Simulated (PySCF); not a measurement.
SMILES CO[C]=O, doublet (CAM-B3LYP/def2-SVP optimised geometry):

```
7

C     -0.822    -0.254     0.000
O      0.617    -0.254     0.000
C      1.199     0.330     1.016
O      0.724     0.871     1.956
H     -1.199     0.779     0.000
H     -1.129    -0.774    -0.913
H     -1.199    -0.779     0.889
```

Level of theory: unrestricted CAM-B3LYP/def2-TZVP (PySCF).

Question: What are the frontier orbital energies (α orbitals alone; a β orbital can be the lowest empty one) and the dipole moment?

Answer: HOMO-2 -12.02 eV, HOMO-1 -11.05 eV, HOMO -8.35 eV, LUMO 1.31 eV, LUMO+1 2.10 eV; dipole moment 2.69 D.

On the same geometry PySCF with unrestricted PBE/def2-TZVP gives HOMO-2 -8.74 eV, HOMO-1 -8.05 eV, HOMO -5.29 eV, LUMO -1.11 eV, LUMO+1 0.55 eV; dipole moment 2.60 D.

Meta-Löwdin charges at CAM-B3LYP/def2-TZVP: C1 -0.13, O2 -0.30, C3 0.39, O4 -0.36, H5 0.13, H6 0.14, H7 0.13.
